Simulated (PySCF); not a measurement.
C4H5Cl2NO.
SMILES: `Cl/C(C(NC)=O)=C/Cl`

A PySCF run (density fitting, gas phase, GFN2-xTB geometry) gave HOMO -5.87 eV, LUMO -2.26 eV, dipole 2.97 D.

Question: Which of these levels was it?
A. HSE06/cc-pVDZ
B. HF/pcSseg-1
C. wB97X-D/def2-SVPD
D. OPBE/pcSseg-1

Answer: D. It is OPBE/pcSseg-1. All candidates on this geometry:

```
         level and settings                                            kind  basis functions  SCF cycles      E (Eh)  HOMO (eV)  LUMO (eV)  dipole (D)
OPBE/pcSseg-1, grid level 1                                             GGA              175          13  -1205.5544      -5.87      -2.26        2.97
              HSE06/cc-pVDZ  screened hybrid, exact exchange at short range              145          15  -1205.2587      -6.84      -1.67        2.95
          wB97X-D/def2-SVPD                          range-separated hybrid              217          14  -1205.2261      -9.33       0.12        3.17
                HF/pcSseg-1                                    Hartree–Fock              175          12  -1202.5644     -10.14       2.14        3.28
```

The nearest other candidate, by the summed differences of HOMO and LUMO, is HSE06/cc-pVDZ: its HOMO differs by -0.97 eV and its LUMO by +0.59 eV. wB97X-D ran without the empirical dispersion term, which would shift the total energy alone. Cycle counts include a coarse-grid stage where the run had one.

The values belong to the conformer `[CH3:1][NH:2][C:3](=[O:4])/[C:5]([Cl:6])=[CH:7]\[Cl:8]`: C1–N2–C3–O4 0°, N2–C3–C5–Cl6 -6°.
